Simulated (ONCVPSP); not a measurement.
Fe: one change to an ONCV potential, before and after

ONCVPSP 4.0.1 input, shortened (lines: element, Z, core and valence counts, functional; n l f; lmax; l rc ep ncon nbas qcut; lloc lpopt rc5 dvloc0; l nproj debl; icmod fcfact rcfact), PBE, scalar-relativistic:

```
  Fe 26.00    3    4        4      upf
    1    0    2.00
    2    0    2.00
    2    1    6.00
    3    0    2.00
    3    1    6.00
    3    2    6.00
    4    0    1.50
    2
    0    1.25    0.00    5    8    9.40
    1    0.85    0.00    5    9   11.20
    2    1.45    0.00    4    9   11.00
    4    5    0.55    0.00
    0    3    0.70
    1    1    1.20
    2    1    2.30
    3    5.75    1.25
```

Change: all radii but the core radius scaled by about 0.85 (s 1.06, p 0.72, d 1.22 bohr); local potential polynomial inside 0.46 bohr (lpopt 5, dvloc0 0 Ha).

Cutoffs: the cutoffs (Ha) at which the residual kinetic energy of the hardest occupied pseudo-wave falls to 1 and 0.1 mHa per electron; they do not see the model core or the augmentation charge, which bear on the density cutoff. Errors are all-electron minus pseudo energies relative to the spin-unpolarised reference configuration.

Question: What does the change do?

Answer: The potential gets neither clearly harder nor softer (61 Ha and 273 Ha → 66 Ha and 179 Ha); the bound ghost in s disappears; of the 4 tests that both files solve, the error grows in 1 and shrinks in 1 by more than 15 % and 0.3 meV (median size 0.9 → 0.3 meV).

| quantity | base | changed |
| --- | --- | --- |
| cutoff, loose | 61 Ha | 66 Ha |
| cutoff, tight | 273 Ha | 179 Ha |
| loose cutoff by channel | s 38 Ha, p 61 Ha, d 47 Ha | s 66 Ha, p 62 Ha, d 54 Ha |
| bound ghosts | s | none |
| GHOST(+) flags under 300 eV | none | none |
| error for 3s2 3p6 3d6 4s2, meV [ΔE -3.48 eV] | +0.5 | +0.4 |
| error for 3s2 3p6 3d6 4s1, meV [ΔE 5.25 eV] | -0.1 | -0.2 |
| error for 3s2 3p6 3d6 4s0, meV [ΔE 21.45 eV] | +1.3 | +0.2 |
| error for 3s2 3p6 3d6 4s1 4p1, meV [ΔE 0.62 eV] | +13 | +15 |
| rms error of d²Exc/dni dnj with the model core, mHa | 1.16 | 1.23 |

 A true bound ghost makes a file unfit for plane-wave use even where its test errors are small: the radial tests pick states by their node count and pass the ghost by.
